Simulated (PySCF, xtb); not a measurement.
B(NCO)(OH)2 (CH2BNO3), SMILES C(=O)=NB(O)O.

GFN2-xTB (xtb 6.7.1) at its own geometry gives an orbital gap of 6.23 eV and a dipole moment of 0.22 D.

Coordinates come from a ωB97X-D3(BJ)/def2-SVP optimisation. This is a generated structure with no PubChem entry under its InChIKey; it may be hypothetical. One conformer was computed; it need not be the lowest.

### Question
What does PBE/def2-TZVP in PySCF give? (The exact figures need the calculation; the answer reports its results.)

### Answer
gap 6.39 eV (levels -7.40 and -1.01 eV), dipole 0.32 D.
